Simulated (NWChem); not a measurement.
C2H4F2Si; SMILES FC(F)=C[SiH3]

Q: Give the equilibrium geometry at PBE-D3(BJ)/def2-SVP (NWChem) as an XYZ file, with the point group.

A: point group Cs; any orientation.
```
9

F      1.1077    -1.0414    -0.7103
C     -0.0946    -0.9608    -0.1556
F     -0.6046    -2.1786    -0.0305
C     -0.7033     0.1734     0.2215
Si     0.0119     1.8917     0.0470
H     -1.7021     0.0334     0.6640
H      1.3740     1.8250    -0.5798
H     -0.8894     2.7425    -0.8074
H      0.1160     2.5481     1.3978
```
